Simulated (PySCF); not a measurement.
## A thermochemical cycle for NaSr

PBE in PySCF with def2-SVP on every atom (core potentials on Sr), for the lowest determinant that a PBE0 search found; no spin–orbit coupling. NaSr, a doublet (σ ↑), has De = 0.31 eV to neutral atoms, and NaSr⁺, a singlet (closed shell), has De = 1.19 eV to Na⁺ + Sr.

At the same level the Na atom ionises at 5.28 eV.

**Question.** What is the adiabatic ionisation energy of the molecule, and does ionisation strengthen or weaken the bond?

**Answer.** IE = IE(Na) + De(neutral) − De(ion) = 5.28 + 0.31 − 1.19 = 4.40 eV. De changes by +0.88 eV, so ionisation strengthens the bond.

Closed-shell solutions of metal pairs were not tested for spin polarisation, which can lower them a little. Weak bonds: NaSr. Basis-set superposition, not corrected here, can be much of De in a small basis, most of all at correlated wavefunction levels. For an ion De counts to the pair picked by the measured ionisation energies or electron affinities, which need not be the lowest pair at this level. States were picked by a PBE0 search and need not be the measured ground states.
